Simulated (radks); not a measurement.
Results of a calculation; reference values are marked as such.
Initial-state core-level shifts of the xenon ion Xe3+ when its valence configuration changes from [Kr] 4d10 5s2 5p3. Code: a radial shooting solver on a logarithmic mesh with Libxc functionals. Model: scalar-relativistic Kohn-Sham, LDA (Slater exchange, Perdew-Wang correlation), spin-polarised, spherical densities, finite nucleus; open shells are filled with parallel spins first (spin-orbit coupling, left out, can overturn this in heavy ions); Fermi nuclear charge, rms radius 4.7859 fm. Shifts are changes of the shell-averaged eigenvalues in eV (positive: less bound); the change of the density at the nucleus, which sets a Mossbauer isomer shift, is in e/bohr^3, on a base of 2.795e+05.

valence,1s,2p,3p,3d,density at nucleus
4d9 5s2 5p4,-10.671,-11.283,-10.622,-10.763,+29.95
4d10 5p5,-2.827,-2.802,-2.866,-2.866,-206.23
4d9.5 5s2 5p3.5,-5.316,-5.616,-5.296,-5.364,+14.78
4d10 5s1.5 5p3.5,-0.684,-0.678,-0.696,-0.696,-51.09
4d8.5 5s2 5p4.5,-16.069,-17.006,-15.981,-16.199,+45.46
4d10 5s1 5p4,-1.364,-1.352,-1.389,-1.388,-102.46
4d9.5 5s1 5p4.5,-6.652,-6.943,-6.660,-6.728,-90.72
4d10 5s0.5 5p4.5,-2.117,-2.097,-2.146,-2.146,-153.95
4d8 5s2 5p5,-21.511,-22.785,-21.375,-21.673,+61.27
